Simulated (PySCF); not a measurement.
# C₆ coefficients of unlike pairs at UHF

Calculated with PySCF 2.14 from the dipole response of each species, C₆(A,B) = (3/π) ∫ α_A(iu) α_B(iu) du, in atomic units, from isotropic polarisabilities. For ions this is the dispersion term alone; charge-induced terms of lower order in 1/R come first.

| species | configuration | basis | relativity | α (bohr³) | C₆ (like pair) |
| --- | --- | --- | --- | --- | --- |
| Cl(2+) | [Ne] 3s2 3p3 (4S) | aug-cc-pVTZ-DK (6s5p3d2f) | spin-free X2C | 5.906 | 21.06 |
| Ge+ | [Ar] 3d10 4s2 4p1 (2P) | aug-cc-pVQZ-PP with one added diffuse shell each of s, p, d, f, g type with ECP10MDF (8s7p6d4f3g) | core potential | 19.83 | 116.4 |
| K+ | [Ar] (1S) | aug-cc-pwCVTZ-X2C with one added diffuse shell each of s, p, d, f type (10s9p7d4f) | spin-free X2C | 5.400 | 22.90 |
| Ga+ | [Ar] 3d10 4s2 (1S) | x2c-QZVPPall with one added diffuse shell each of s, p, d, f type (12s8p6d5f1g) | spin-free X2C | 21.21 | 113.0 |

**Question.** Estimate C₆ for Ga+ with Cl(2+).

**Answer.** The integral gives 45.39. The combination rule 2 C_A C_B / (C_A α_B/α_A + C_B α_A/α_B) gives 44.44 and the geometric mean 48.78.

No spin-orbit coupling is included.

The other pairs:

| pair | C₆ |
| --- | --- |
| Ge+, Cl(2+) | 46.91 |
| K+, Cl(2+) | 21.79 |
| K+, Ge+ | 46.82 |
| Ga+, Ge+ | 114.3 |
| Ga+, K+ | 45.22 |
